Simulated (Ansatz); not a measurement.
CH$_{5}$ClO$_{2}$Sn (`[CH3][Sn]([OH])([OH])[Cl]`). Charge 0, multiplicity 1. Correlated methods include outer-core shells of Sn, which these sets cover unevenly. Sn takes the def2 core potential.

Z-matrix (Å, degrees):
```
C
Sn 1 2.108
H 1 1.089 2 108.6
H 1 1.089 2 108.8 3 -119.7
H 1 1.088 2 109.2 3 120.1
O 2 1.953 1 114.7 3 -46.8
O 2 1.947 1 108.7 3 73.5
Cl 2 2.334 1 113.2 3 -165.8
H 6 0.961 2 112.2 1 -125.3
H 7 0.961 2 113.4 1 -166.6
```

(1) Give the diagnostics of a CCSD(T)/def2-TZVPP run (frozen core, the Gaussian-basis code of Ansatz). (An estimate is asked.)

Results:

(1) Ansatz gave: T1 = 0.0127, largest single amplitude 0.022, largest double 0.019, (T) share of the correlation energy 3.6 %, 9 CCSD cycles. The RHF solution is stable towards an unrestricted one. T1 lies under the customary mark of 0.02 for closed shells.
